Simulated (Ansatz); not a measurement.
Born–Oppenheimer molecular dynamics of BH5OSi2 (9 atoms, charge 0, multiplicity 1). It starts from a relaxed structure.

These are results of RHF/def2-SVP (Ansatz), not measurements.

```yaml
ensemble: NVT, Langevin thermostat
time_step: 0.5 fs
steps_asked: 300
set_temperature: 300 K
friction: 0.02 /fs
masses: H 3.016 u
seed: 610395
```

First frame:

```xyz
9
Properties=species:S:1:pos:R:3
O -0.270 1.919 -1.743
B -0.483 1.158 -0.657
Si 0.659 -0.470 -0.309
Si 0.289 -1.653 1.431
H -0.851 2.661 -1.827
H -1.359 1.440 0.121
H 1.752 -0.875 -1.217
H 1.043 -2.862 1.810
H -0.781 -1.318 2.390
```

How far do the bonds stretch over the last three quarters of this one trajectory? (Pairs bonded in most of those frames.)


| bond | mean (Å) | spread (Å) | shortest | longest |
| --- | --- | --- | --- | --- |
| O1–B2 | 1.346 | 0.031 | 1.29 | 1.40 |
| O1–H5 | 0.947 | 0.024 | 0.90 | 1.00 |
| B2–Si3 | 2.017 | 0.032 | 1.95 | 2.10 |
| B2–H6 | 1.208 | 0.033 | 1.15 | 1.26 |
| Si3–Si4 | 2.143 | 0.029 | 2.09 | 2.19 |
| Si3–H7 | 1.473 | 0.020 | 1.43 | 1.51 |
| Si4–H8 | 1.487 | 0.042 | 1.40 | 1.56 |
| Si4–H9 | 1.483 | 0.031 | 1.41 | 1.56 |

Mean temperature of the second half: 267 K. The mean temperature of the second half is 11 % below the set value. A run of 0.15 ps of so small a system gives no equilibrium averages.

Run time: 6.8 min on 1 thread of Arm Neoverse V1, with other jobs on the host, peak memory 0.15 GiB.
